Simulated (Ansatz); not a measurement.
A made-up structure of CH4BBr, singlet:

```
atom    x (Å)    y (Å)    z (Å)
  B1  -0.2019  -0.8172  -0.1812
  C2   0.4703   0.4988   0.3009
 Br3  -1.1659   1.2622  -0.5306
  H4   0.0695  -1.2487  -1.2602
  H5  -0.9287  -1.4056   0.5603
  H6   1.3125   0.9234  -0.2364
  H7   0.4239  -1.7708  -0.0338
```

It is relaxed with PBE-D4/def2-SVP and then PBE0-D4/def2-TZVP (Ansatz 0.2.0). Atoms count as bonded within 1.22 times the sum of their covalent radii (H–H: 0.88 Å). The end point is not checked to be a true minimum.

Task: Does its bonding change? (A judgement: the text doesn't fix the answer.)

Result: The calculation gives: Yes. Formed: C2–H4; broken: B1–Br3, B1–H4.

Where it ends: The first stage lowers the energy by 5.23 eV in 23 steps. It ends as CH₄BBr ([BH2][CH2][Br]):
```
atom    x (Å)    y (Å)    z (Å)
  B1  -0.1275  -1.2115   0.2193
  C2   0.1936   0.1218  -0.4992
 Br3  -1.1604   1.5145  -0.4112
  H4   0.3920  -0.0593  -1.5602
  H5  -1.1449  -1.4102   0.8080
  H6   1.1167   0.5531  -0.0993
  H7   0.7102  -2.0664   0.1617
```

Labels in which every atom is bracketed show which atoms are joined, not bond orders.

For scale, one of the runs: PBE0-D4/def2-TZVP relaxation, 134 basis functions, launched by `ansatz run in.yaml --threads 2 --pin off --events-out ev --progress --plain --max-ram 4352MiB`. Hardware: 2 CPU threads of an Arm Neoverse V1, shared host. Wall time about 28 s.
